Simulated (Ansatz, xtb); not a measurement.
# Two structures of AlF2H3O4Si

Structure X: a singlet given by its coordinates. Structure Y: a singlet given by its coordinates. Both are isolated molecules in the gas phase, relaxed with PBE0-D4/def2-SVP.

X (Å):

```xyz
11

Al    0.6008    0.1488   -0.0352
F     1.6228   -0.8466   -0.8836
F     1.3024    1.3654    0.8513
O    -3.0373    0.2296    1.1873
O    -2.5276   -1.8800   -0.3106
O    -0.4722   -0.9553    1.1435
O    -1.0169    0.4817   -0.6899
Si   -1.9023   -0.4846    0.2526
H    -2.9151    1.1666    1.3725
H    -3.4854   -1.9433   -0.3696
H    -0.3388   -1.7834    1.6172
```

Close contacts (Å): Al1–F2 1.66, Al1–F3 1.66, Al1–O6 1.94, Al1–O7 1.78, Al1–Si8 2.60, O4–Si8 1.63, O5–Si8 1.63, O6–Si8 1.75, O7–Si8 1.61, O4–H9 0.96, O5–H10 0.96, O6–H11 0.96.

Y (Å):

```xyz
11

Al   -1.2935    1.1401   -0.0736
F    -1.7480    1.7675   -1.5429
F    -1.7298    1.9928    1.2833
O     1.1395   -1.4027    1.3986
O     0.6136    0.8966   -0.0692
O     1.1103   -1.5977   -1.1861
O    -1.2108   -0.6294    0.0663
Si    0.3906   -0.8460    0.0652
H     0.7112   -1.2291    2.2423
H     1.4247    1.4106   -0.1294
H     0.6575   -1.5597   -2.0339
```

Close contacts (Å): Al1–F2 1.66, Al1–F3 1.66, Al1–O5 1.92, Al1–O7 1.78, Al1–Si8 2.61, O4–Si8 1.63, O5–Si8 1.76, O6–Si8 1.63, O7–Si8 1.62, O4–H9 0.96, O5–H10 0.96, O6–H11 0.96.

Energies in hartree; the thermal terms are from GFN2-xTB frequencies at re-optimised GFN2-xTB minima (ideal gas, soft modes damped towards free rotors, one conformer each, 298.15 K, 1 atm) and include the zero-point energy:

|  | X | Y |
| --- | --- | --- |
| E, CCSD(T)/def2-SVP | −1032.109500 | −1032.109177 |
| E, MP2/def2-SVP | −1032.065060 | −1032.064798 |
| E, MP2/def2-TZVPP | −1033.295171 | −1033.295013 |
| zero-point energy | 0.051721 | 0.051412 |
| H(298 K) − E | 0.063343 | 0.063122 |
| G(298 K) − E | 0.015944 | 0.015596 |

Problem. Correct the CCSD(T) difference for the basis set by the MP2 change, then work out ΔE, ΔE₀, ΔH and ΔG for X → Y in kJ/mol (1 Eh = 2625.50 kJ/mol) and the equilibrium ratio [Y]/[X].

Solution. 1. Differences Y − X: CCSD(T) +0.000323, MP2 in the small set +0.000262, MP2 in the large set +0.000158 Eh.
2. ΔE = +0.000323 + (+0.000158 − (+0.000262)) = +0.000219 Eh = +0.57 kJ/mol.
3. ΔE₀ = ΔE + ΔZPE = +0.000219 + (−0.000309) Eh = −0.24 kJ/mol.
4. ΔH = ΔE + (−0.000221) Eh = −0.01 kJ/mol.
5. ΔG = ΔE + (−0.000348) Eh = −0.34 kJ/mol, so ΔS = (ΔH − ΔG)/T = +1.1 J/(mol K).
6. kT = 0.9442 mEh, so K = [Y]/[X] = exp(−ΔG/kT) = exp(+0.14) ≈ 1.1.

The two are too close for this level to say which is favoured. An error of 4 kJ/mol in ΔG would change K by a factor of 5. Mirror images and further conformers aren't counted.

Other levels gave ΔE = +0.4 (PBE0-D4/def2-SVP); +0.4 (HF/def2-SVP); +0.7 (MP2/def2-SVP); +0.8 (CCSD(T)/def2-SVP) kJ/mol. The correlated steps freeze 16 core orbitals. Programs: Ansatz 0.2.0, xtb 6.7.1.
